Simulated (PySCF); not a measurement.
Isomers of C5H4F4S, one GFN2-xTB conformer each. Single-point energies are computed at PBE0/pcSseg-1 (PySCF, gas phase, no added dispersion term), electronic only.

```
                   SMILES  GFN2-xTB relative energy (kJ/mol)
    F[C@H]1CSC=C1C(F)(F)F                                0.0
          FCSCC#CC(F)(F)F                              168.4
       FCCC(=C=S)C(F)(F)F                               95.6
  F[C@H]1CC=C(C(F)(F)F)S1                                8.1
C[C@@H](F)C(=C=S)C(F)(F)F                               88.7
 F[C@@H]1C=C(C(F)(F)F)SC1                               12.3
```

Conformers: `[F:1][C@H:2]1[CH2:3][S:4][CH:5]=[C:6]1[C:7]([F:8])([F:9])[F:10]` with F1–C2–C3–S4 107°, C2–C3–S4–C5 9°, C3–S4–C5–C6 -3°, F1–C2–C6–C5 -108°; `[F:1][CH2:2][S:3][CH2:4][C:5]#[C:6][C:7]([F:8])([F:9])[F:10]` with F1–C2–S3–C4 -65°, C2–S3–C4–C5 -68°; `[F:1][CH2:2][CH2:3][C:4](=[C:5]=[S:6])[C:7]([F:8])([F:9])[F:10]` with F1–C2–C3–C4 179°, C2–C3–C4–C5 0°; `[F:1][C@H:2]1[CH2:3][CH:4]=[C:5]([C:6]([F:7])([F:8])[F:9])[S:10]1` with F1–C2–C3–C4 102°, C2–C3–C4–C5 12°, C4–C5–S10–C2 -8°, F1–C2–S10–C5 -105°; `[CH3:1][C@@H:2]([F:3])[C:4](=[C:5]=[S:6])[C:7]([F:8])([F:9])[F:10]` with C1–C2–C4–C5 -101°.

Q: What does PBE0/pcSseg-1 give for the same structures?

A: 
| SMILES | PBE0/pcSseg-1 E (Eh) | PBE0/pcSseg-1 (kJ/mol) | GFN2-xTB (kJ/mol) | point group |
| --- | --- | --- | --- | --- |
| F[C@H]1CSC=C1C(F)(F)F | -989.68651 | 0.0 | 0.0 | C1 |
| F[C@H]1CC=C(C(F)(F)F)S1 | -989.68332 | 8.4 | 8.1 | C1 |
| F[C@@H]1C=C(C(F)(F)F)SC1 | -989.68110 | 14.2 | 12.3 | C1 |
| C[C@@H](F)C(=C=S)C(F)(F)F | -989.65262 | 89.0 | 88.7 | C1 |
| FCCC(=C=S)C(F)(F)F | -989.64911 | 98.2 | 95.6 | Cs |
| FCSCC#CC(F)(F)F | -989.61392 | 190.6 | 168.4 | C1 |

Both levels put the same isomer lowest; measured from each level's own lowest isomer, the values differ by up to 22.2 kJ/mol (FCSCC#CC(F)(F)F: 168.4 against 190.6). As drawn, the lowest has a C=C bond outside aromatic rings, which the highest lacks; the highest has a C≡C bond, which the lowest lacks. Neighbours under 10 kJ/mol apart (F[C@H]1CSC=C1C(F)(F)F and F[C@H]1CC=C(C(F)(F)F)S1; F[C@H]1CC=C(C(F)(F)F)S1 and F[C@@H]1C=C(C(F)(F)F)SC1; C[C@@H](F)C(=C=S)C(F)(F)F and FCCC(=C=S)C(F)(F)F) can change places with a better method, another conformer or zero-point energy.

Q: Which frontier levels, dipoles and rotational constants go with these structures?

A: 
```json
{"SMILES": "F[C@H]1CSC=C1C(F)(F)F", "HOMO (eV, PBE0/pcSseg-1)": "-7.06", "LUMO (eV)": "-1.15", "dipole (D)": "3.10", "A, B, C (MHz)": "1913, 834.2, 678.2"}
{"SMILES": "F[C@H]1CC=C(C(F)(F)F)S1", "HOMO (eV, PBE0/pcSseg-1)": "-7.00", "LUMO (eV)": "-0.84", "dipole (D)": "3.67", "A, B, C (MHz)": "2301, 733.3, 660.6"}
{"SMILES": "F[C@@H]1C=C(C(F)(F)F)SC1", "HOMO (eV, PBE0/pcSseg-1)": "-6.95", "LUMO (eV)": "-1.20", "dipole (D)": "2.99", "A, B, C (MHz)": "2041, 770.7, 645.4"}
{"SMILES": "C[C@@H](F)C(=C=S)C(F)(F)F", "HOMO (eV, PBE0/pcSseg-1)": "-7.19", "LUMO (eV)": "-2.96", "dipole (D)": "1.12", "A, B, C (MHz)": "1236, 960.5, 641.8"}
{"SMILES": "FCCC(=C=S)C(F)(F)F", "HOMO (eV, PBE0/pcSseg-1)": "-7.26", "LUMO (eV)": "-3.07", "dipole (D)": "1.66", "A, B, C (MHz)": "1112, 833.0, 522.4"}
{"SMILES": "FCSCC#CC(F)(F)F", "HOMO (eV, PBE0/pcSseg-1)": "-7.56", "LUMO (eV)": "-0.87", "dipole (D)": "1.79", "A, B, C (MHz)": "2147, 450.6, 425.7"}
```

Q: As an exercise, what shares would exp(−E/RT) give at 1000 K from these electronic energies alone (no entropy, no degeneracies)?

A: RT = 8.314 kJ/mol: F[C@H]1CSC=C1C(F)(F)F 64.7 %, F[C@H]1CC=C(C(F)(F)F)S1 23.6 %, F[C@@H]1C=C(C(F)(F)F)SC1 11.7 %, C[C@@H](F)C(=C=S)C(F)(F)F under 0.1 %, FCCC(=C=S)C(F)(F)F under 0.1 %, FCSCC#CC(F)(F)F under 0.1 %.
